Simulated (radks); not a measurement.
Effect of the nuclear size on neutral platinum, [Xe] 4f14 5d9 6s1. Calculated with a radial shooting solver on a logarithmic mesh with Libxc functionals: Dirac Kohn-Sham, relativistic LDA (MacDonald-Vosko exchange, VWN5 correlation), spin-unpolarised, spherical densities, finite nucleus; open shells fill j = l - 1/2 first; Fermi nuclear charge, rms radius 5.427 fm. The rms radius is varied about that value; shifts are against it.

| rms radius (fm) | total energy shift (eV) | density at nucleus (e/bohr^3) | 1s1/2 shift (meV) | 2s1/2 shift (meV) | 5s1/2 shift (meV) | 5p1/2 shift (meV) | 6s1/2 shift (meV) | 5d5/2 shift (meV) | 6p1/2 (empty) shift (meV) |
|---|---|---|---|---|---|---|---|---|---|
| 4.423 | -29.5 | 2.105e+06 | -11800 | -1730 | -18.9 | 0.080 | -1.42 | 0.553 | 0.180 |
| 5.2533 | -5.37 | 1.969e+06 | -2150 | -314 | -3.45 | 0.014 | -0.258 | 0.101 | 0.033 |
| 5.427 | 0 | 1.945e+06 | 0.000 | 0.000 | 0.000 | 0.000 | 0.000 | 0.000 | 0.000 |
| 5.9154 | 15.7 | 1.88e+06 | 6260 | 916 | 10.1 | -0.040 | 0.753 | -0.294 | -0.095 |
| 6.2682 | 27.5 | 1.838e+06 | 11000 | 1610 | 17.6 | -0.070 | 1.32 | -0.515 | -0.167 |

Slopes of the eigenvalues against <r^2> in GHz/fm^2, as finite differences over the two radii next to the reference (eigenvalue slopes, not the field-shift constants of lines): 1s1/2 275000, 2s1/2 40200, 5s1/2 441, 5p1/2 -1.78, 6s1/2 33.1, 5d5/2 -12.9, 6p1/2 (empty) -4.18.
